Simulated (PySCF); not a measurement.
C3H5ClOSi, SMILES C#CC[Si@@H](O)Cl.

Geometry optimised at B3LYP-D3(BJ)/def2-SVP. The structure was generated by enumeration; whether it is a known compound was not checked. The values are those of a single conformer.

The numbers are results of PySCF with M06-2X/def2-TZVP, not measurements.

Isolated molecule, no solvent.

```
Property                                                                                                        Result
---------------------------------------------------------------------------------------------  -----------------------
total energy                                                                                        -942.27705 hartree
highest occupied level                                                                                        -8.79 eV
lowest empty level                                                                                             1.01 eV
orbital gap                                                                                                    9.80 eV
dipole moment                                                                                                   1.64 D
quadrupole, principal values (traceless, Buckingham form, about the centre of nuclear charge)  -6.00, -4.70, 10.70 D·Å
mean static polarisability                                                                       70.2 bohr³ (10.41 Å³)
polarisability, principal values                                                                56.4, 66.8, 87.5 bohr³
```
